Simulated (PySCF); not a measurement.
Cost of excited-state runs on SMILES C=C/C(CCCC)=N\N, C$_{7}$H$_{14}$N$_{2}$

Geometry (Å), atoms numbered from 1 in this order:
```xyz
23

C    -2.870   -1.288    1.325
C    -2.703   -0.242    0.521
C    -1.426    0.265    0.037
C    -0.174   -0.476    0.430
C     1.094    0.126   -0.166
C     2.347   -0.601    0.314
C     3.612   -0.003   -0.290
N    -1.260    1.296   -0.703
N    -2.242    2.130   -1.083
H    -2.045   -1.863    1.706
H    -3.851   -1.603    1.639
H    -3.587    0.293    0.193
H    -0.098   -0.471    1.521
H    -0.268   -1.520    0.114
H     1.148    1.179    0.111
H     1.035    0.079   -1.254
H     2.280   -1.658    0.044
H     2.405   -0.542    1.404
H     4.494   -0.537    0.056
H     3.578   -0.062   -1.376
H     3.710    1.043   -0.009
H    -1.975    2.667   -1.895
H    -3.208    1.814   -1.081
```

PySCF with density fitting, on 1 thread of an Arm Neoverse V1, shared host. Command: `OMP_NUM_THREADS=1 python excited_run.py task.json out`

Question: How long does this run take, and how much memory?
- vibronic structure, PBE0/6-31G*; Tamm-Dancoff

Answer: 
```csv
run,level,basis functions,wall time,peak memory (GiB)
vibronic structure,PBE0/6-31G*,154,37 s,0.9
```
Times from a shared host are rough.
